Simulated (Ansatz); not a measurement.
A run on C$_{2}$HF$_{3}$Ge, SMILES `C#[C][Ge]([F])([F])[F]` with other settings.

```yaml
crystal:
  periodic: [false, false, false]
  atoms:
    - {symbol: C, position_ang: [0.576564, -1.925378, 0.422949]}
    - {symbol: C, position_ang: [0.242531, -0.798916, 0.170398]}
    - {symbol: Ge, position_ang: [-0.274131, 0.944376, -0.220420]}
    - {symbol: F, position_ang: [-1.801075, 1.008027, -0.971545]}
    - {symbol: F, position_ang: [0.820267, 1.717420, -1.271367]}
    - {symbol: F, position_ang: [-0.376067, 1.911876, 1.177204]}
    - {symbol: H, position_ang: [0.873109, -2.925505, 0.647180]}
basis:
  gaussian: {orbitals: aug-cc-pVDZ, point_charges: [{charge: 0.50, position_ang: [4.687, -0.087, 0.052]}]}
magnetization: {spin_polarized: true, initial_magnetization: 2}
hamiltonian: {xc: {name: wB97}, pseudopotentials: {relativity: scalar}}
output: {forces: true}
```

```sh
$ ansatz run in.yaml --threads 4 --pin off --events-out ev --progress --plain --max-ram 10444MiB
```

It prints (some lines left out):

```
Functional definition: wB97
1505 factors; their error is unknown
664 factors; integrals over basis functions are off by at most 1.6e-5 eV
mean field evaluation 1: about -67225.1543 eV, gradient 3.8e1 eV
mean field evaluation 2: about -67225.7122 eV, gradient 4.0e1 eV
mean field evaluation 4: about -67230.2707 eV, gradient 1.2e0 eV
mean field evaluation 8: about -67230.2881 eV, gradient 3.4e-1 eV
mean field evaluation 16: about -67230.7119 eV, gradient 5.0e-3 eV
mean field evaluation 32: about -67230.7148 eV, gradient 1.3e-2 eV
mean field -67230.71196485 eV, -2470.6830940948 hartree, gradient 9.9e-10 eV, S^2 2.006354; 4 other end points of the search recorded, 0 dependent functions left out
reference -67230.71195239 eV, -2470.6830936371 hartree; 37, 35 occupied and 123, 125 virtual orbitals, 1505 factors
Total energy: -67230.71195239 eV, -2470.6830936371 hartree
Relativity: scalar
Atom 0 at     0.576564    -1.925378     0.422949 Å, force     3.508247   -11.749969     2.664754 eV/Å
Atom 1 at     0.242531    -0.798916     0.170398 Å, force    -3.529237    12.522230    -2.840508 eV/Å
Atom 2 at    -0.274131     0.944376    -0.220420 Å, force     0.220743    -1.465507     0.372633 eV/Å
Atom 3 at    -1.801075     1.008027    -0.971545 Å, force    -0.724279     0.171958    -0.329355 eV/Å
Atom 4 at     0.820267     1.717420    -1.271367 Å, force     0.624029     0.296005    -0.539940 eV/Å
Atom 5 at    -0.376067     1.911876     1.177204 Å, force    -0.114376     0.463534     0.640254 eV/Å
Atom 6 at     0.873109    -2.925505     0.647180 Å, force     0.011706    -0.276756     0.049405 eV/Å
Dipole moment:     0.112753    -0.780842     0.171185 e Å
```

Hardware: 4 threads of an Arm Neoverse V1 on a shared host. Wall time 2.1 min, peak host memory 0.96 GiB.
